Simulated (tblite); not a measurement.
C5H12N2Si.
SMILES with atom numbers: `[CH3:1][SiH:2]([CH3:3])[N:4]1[CH2:5][CH2:6][CH:7]=[N:8]1` (hydrogens: H9, H10, H11 on C1; H12 on Si2; H13, H14, H15 on C3; H16, H17 on C5; H18, H19 on C6; H20 on C7)

Computed with GFN2-xTB (tblite), gas phase: L-BFGS steps from a force-field or distance-geometry start until the largest atomic force falls under 0.01 eV/Å.

Step 24: E = -663.5964 eV
```
atom  x, y, z in Å  |  force x, y, z in eV/Å
C1     -2.1626   -1.3371   -0.2008    0.021  -0.013  -0.008
Si2    -1.1578    0.1063   -0.9349   -0.034   0.037   0.056
C3     -1.9500    1.7526   -0.4370    0.010   0.012  -0.008
N4      0.4603    0.1101   -0.3063   -0.010  -0.018   0.042
C5      1.4681   -0.9464   -0.4661    0.009  -0.002  -0.007
C6      2.7016   -0.3947    0.2619   -0.020   0.016   0.014
C7      2.1468    0.9167    0.7645    0.023   0.025   0.015
N8      0.9439    1.1314    0.4238    0.018   0.007   0.005
H9     -3.1961   -1.2992   -0.5327    0.033  -0.020  -0.009
H10    -1.7567   -2.2985   -0.5014   -0.016  -0.024   0.003
H11    -2.1687   -1.3082    0.8863    0.010   0.006  -0.019
H12    -1.0310   -0.0733   -2.3941   -0.048   0.005  -0.015
H13    -1.7624    1.9719    0.6099    0.000  -0.015  -0.027
H14    -3.0255    1.7320   -0.5904    0.055  -0.005  -0.017
H15    -1.5443    2.5749   -1.0166   -0.007  -0.003   0.004
H16     1.6502   -1.1199   -1.5284   -0.018  -0.012  -0.029
H17     1.0967   -1.8736   -0.0217    0.001   0.003  -0.004
H18     3.5527   -0.2285   -0.4027   -0.030  -0.025   0.006
H19     3.0318   -1.0277    1.0876   -0.012  -0.012  -0.020
H20     2.6981    1.6218    1.3540    0.014   0.038   0.018
```

Step 25: E = -663.5969 eV
```
atom  x, y, z in Å  |  force x, y, z in eV/Å
C1     -2.1620   -1.3393   -0.2013    0.021  -0.016  -0.003
Si2    -1.1599    0.1068   -0.9322   -0.005   0.022   0.027
C3     -1.9499    1.7540   -0.4376    0.015   0.013  -0.007
N4      0.4587    0.1104   -0.3034   -0.002  -0.004   0.048
C5      1.4665   -0.9452   -0.4656    0.004  -0.007  -0.009
C6      2.7009   -0.3950    0.2621   -0.024   0.013   0.010
C7      2.1484    0.9171    0.7643    0.004   0.028   0.009
N8      0.9450    1.1316    0.4246    0.006   0.036   0.020
H9     -3.1951   -1.3050   -0.5331    0.017  -0.015  -0.020
H10    -1.7533   -2.2990   -0.5019   -0.007  -0.037  -0.009
H11    -2.1692   -1.3133    0.8850    0.011   0.015   0.009
H12    -1.0319   -0.0749   -2.3920   -0.049   0.010  -0.002
H13    -1.7619    1.9745    0.6080   -0.001  -0.014   0.007
H14    -3.0245    1.7374   -0.5922    0.032  -0.012  -0.018
H15    -1.5411    2.5743   -1.0162    0.005   0.016  -0.019
H16     1.6465   -1.1165   -1.5282   -0.008  -0.016  -0.042
H17     1.0942   -1.8724   -0.0234    0.004  -0.016   0.007
H18     3.5517   -0.2303   -0.4025   -0.017  -0.024  -0.007
H19     3.0309   -1.0275    1.0878   -0.012  -0.022  -0.011
H20     2.7007    1.6230    1.3526    0.005   0.027   0.009
```

Step 26: E = -663.5975 eV
```
atom  x, y, z in Å  |  force x, y, z in eV/Å
C1     -2.1610   -1.3416   -0.2018    0.019  -0.018   0.002
Si2    -1.1618    0.1076   -0.9292    0.026  -0.002  -0.007
C3     -1.9494    1.7555   -0.4382    0.020   0.013  -0.005
N4      0.4572    0.1106   -0.3000    0.003   0.010   0.046
C5      1.4652   -0.9443   -0.4653   -0.007  -0.006  -0.007
C6      2.7000   -0.3950    0.2625   -0.019   0.005   0.003
C7      2.1499    0.9181    0.7643   -0.011   0.025   0.003
N8      0.9460    1.1324    0.4256   -0.006   0.049   0.028
H9     -3.1938   -1.3104   -0.5338    0.005  -0.008  -0.027
H10    -1.7504   -2.3001   -0.5026    0.002  -0.041  -0.016
H11    -2.1695   -1.3175    0.8841    0.012   0.017   0.028
H12    -1.0337   -0.0762   -2.3901   -0.049   0.016   0.015
H13    -1.7614    1.9764    0.6066   -0.002  -0.008   0.035
H14    -3.0230    1.7419   -0.5941    0.005  -0.016  -0.019
H15    -1.5382    2.5741   -1.0164    0.016   0.032  -0.035
H16     1.6432   -1.1140   -1.5287   -0.002  -0.012  -0.036
H17     1.0921   -1.8716   -0.0248    0.009  -0.026   0.011
H18     3.5503   -0.2323   -0.4024   -0.005  -0.019  -0.015
H19     3.0298   -1.0279    1.0877   -0.014  -0.027  -0.002
H20     2.7032    1.6247    1.3516   -0.002   0.016  -0.001
```

Step 27: E = -663.5982 eV
```
atom  x, y, z in Å  |  force x, y, z in eV/Å
C1     -2.1595   -1.3450   -0.2025    0.013  -0.019   0.008
Si2    -1.1637    0.1086   -0.9255    0.053  -0.031  -0.039
C3     -1.9484    1.7579   -0.4391    0.025   0.014  -0.001
N4      0.4552    0.1111   -0.2945    0.004   0.021   0.033
C5      1.4633   -0.9431   -0.4651   -0.022   0.001  -0.001
C6      2.6984   -0.3949    0.2630   -0.009  -0.005  -0.008
C7      2.1518    0.9199    0.7645   -0.023   0.015  -0.005
N8      0.9473    1.1343    0.4275   -0.018   0.044   0.029
H9     -3.1920   -1.3176   -0.5353    0.000   0.000  -0.030
H10    -1.7465   -2.3023   -0.5037    0.011  -0.036  -0.018
H11    -2.1695   -1.3226    0.8832    0.011   0.016   0.037
H12    -1.0372   -0.0774   -2.3874   -0.045   0.022   0.030
H13    -1.7608    1.9788    0.6052   -0.004   0.001   0.054
H14    -3.0209    1.7475   -0.5971   -0.019  -0.019  -0.019
H15    -1.5341    2.5744   -1.0171    0.024   0.042  -0.043
H16     1.6388   -1.1108   -1.5300    0.000  -0.003  -0.012
H17     1.0897   -1.8711   -0.0264    0.016  -0.028   0.011
H18     3.5484   -0.2353   -0.4026    0.006  -0.012  -0.020
H19     3.0281   -1.0288    1.0875   -0.017  -0.025   0.004
H20     2.7065    1.6272    1.3503   -0.008   0.003  -0.012
```

Task: Estimate the geometry and energy of step 28. (The exact step hangs on the optimiser's Hessian estimate; all steps are aligned on step 27, rigid shifts and turns removed.)

Result: E = -663.5990 eV, largest force 0.092 eV/Å
```
atom  x, y, z in Å  |  force x, y, z in eV/Å
C1     -2.1574   -1.3497   -0.2031    0.007  -0.017   0.014
Si2    -1.1652    0.1093   -0.9214    0.059  -0.048  -0.052
C3     -1.9467    1.7611   -0.4402    0.026   0.012   0.004
N4      0.4528    0.1122   -0.2870    0.000   0.025   0.011
C5      1.4605   -0.9417   -0.4648   -0.031   0.010   0.009
C6      2.6965   -0.3950    0.2635    0.003  -0.012  -0.017
C7      2.1539    0.9223    0.7646   -0.026  -0.001  -0.013
N8      0.9486    1.1374    0.4304   -0.024   0.021   0.023
H9     -3.1896   -1.3264   -0.5377    0.004   0.008  -0.027
H10    -1.7416   -2.3059   -0.5053    0.017  -0.022  -0.014
H11    -2.1692   -1.3285    0.8828    0.009   0.011   0.033
H12    -1.0427   -0.0785   -2.3837   -0.034   0.026   0.033
H13    -1.7601    1.9816    0.6043   -0.010   0.009   0.054
H14    -3.0186    1.7538   -0.6012   -0.026  -0.020  -0.014
H15    -1.5286    2.5755   -1.0187    0.026   0.038  -0.038
H16     1.6332   -1.1067   -1.5318   -0.001   0.010   0.025
H17     1.0868   -1.8711   -0.0282    0.024  -0.020   0.006
H18     3.5462   -0.2393   -0.4032    0.011  -0.004  -0.020
H19     3.0257   -1.0303    1.0873   -0.024  -0.015   0.006
H20     2.7103    1.6305    1.3484   -0.011  -0.011  -0.023
```

The energy changes by -0.0008 eV. The first-order estimate −F·Δx gives -0.0012 eV and the mean of the old and new forces, exact on a quadratic surface, -0.0008 eV. The step makes an angle of 75° with the force vector and moves no atom by more than 0.009 Å.

The cost below is that of the whole relaxation. On one thread, Arm Neoverse V2 (aarch64), shared host, this took 0.79 s wall.
